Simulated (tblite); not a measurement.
C₆H₈NO₃ (charge -1).
Z-matrix (Å and degrees, GFN2-xTB geometry), rows numbered from 1:
```
C 
C   1  1.5171
O   2  1.2538  1  115.65
C   2  1.4246  1  119.10  3  -179.53
C   4  1.4700  2  119.05  1   170.40
N   5  1.3712  4  115.24  2    25.89
O   5  1.2331  4  125.64  2  -154.14
C   4  1.4341  2  121.32  1    -6.73
C   8  1.5250  4  117.41  2  -172.33
O   8  1.2373  4  125.78  2     4.80
H   1  1.0872  2  110.15  3  -117.92
H   1  1.0866  2  110.67  3   123.60
H   1  1.0908  2  108.49  3     2.55
H   6  1.0094  5  115.28  4  -163.38
H   6  1.0234  5  113.28  4   -22.32
H   9  1.0903  8  108.61  4   168.79
H   9  1.0868  8  110.98  4    47.60
H   9  1.0863  8  109.69  4   -71.25
```

Computed with GFN2-xTB (tblite): harmonic, unscaled wavenumbers at the GFN2-xTB geometry, gas phase. Against measured fundamentals such values can be off by several per cent, at times by over 20. One conformer, not necessarily the lowest.

Harmonic wavenumbers (cm⁻¹): 51.1, 62.4, 93.1, 166.5, 209.8, 227.0, 267.4, 310.2, 363.7, 398.2, 421.3, 457.7, 534.2, 552.9, 598.4, 608.9, 620.9, 674.2, 706.5, 742.4, 954.3, 982.8, 988.1, 991.9, 1038.6, 1077.3, 1098.7, 1227.5, 1305.7, 1354.7, 1366.2, 1371.4, 1440.6, 1463.6, 1465.7, 1467.7, 1475.9, 1575.1, 1633.3, 1660.7, 2990.0, 2997.1, 3023.5, 3029.5, 3038.5, 3042.9, 3147.1, 3452.4.

A = 1532, B = 1500, C = 783.2 MHz; mass 142.050 u (most abundant isotopes); point group C1, symmetry number 1.

What is the zero-point energy?

½Σν̃ = 29364 cm⁻¹ = 351.27 kJ/mol.

Give the ideal-gas entropy at 200 K and 1 bar in the rigid-rotor, harmonic-oscillator model (classical rotation).

Translation 162.37, rotation 118.74, vibration 80.82: S = 361.9 J/(mol K).

And Cp and H(200 K) − H(0)?

Cp = 125.34 J/(mol K), of which vibrations give 92.08 (their classical limit is 48 R = 399.1); H(200 K) − H(0) = 15.61 kJ/mol without the zero-point energy, 8.95 from vibrations.

Which modes carry the vibrational entropy at 200 K?

51.1 cm⁻¹: 16.68; 62.4 cm⁻¹: 15.04; 93.1 cm⁻¹: 11.80; 166.5 cm⁻¹: 7.29; 209.8 cm⁻¹: 5.64; 227.0 cm⁻¹: 5.10 J/(mol K); the other 42 give 19.26 together.

Blend soft modes into free rotors: weight 1/[1 + (100 cm⁻¹/ν̃)⁴] for the oscillator and the rest for a rotor with moment μB/(μ + B), μ = h/(8π²ν), B = 10⁻⁴⁴ kg m². What vibrational entropy results?

74.68 J/(mol K) in place of 80.82, which changes −T·S at 200 K by +1.23 kJ/mol.

Hindered rotation and anharmonicity are outside this model. Other conformers, if any are populated, would add a mixing term that is left out. The structure is chiral; the term R ln 2 for an equal mix with its mirror image is left out.
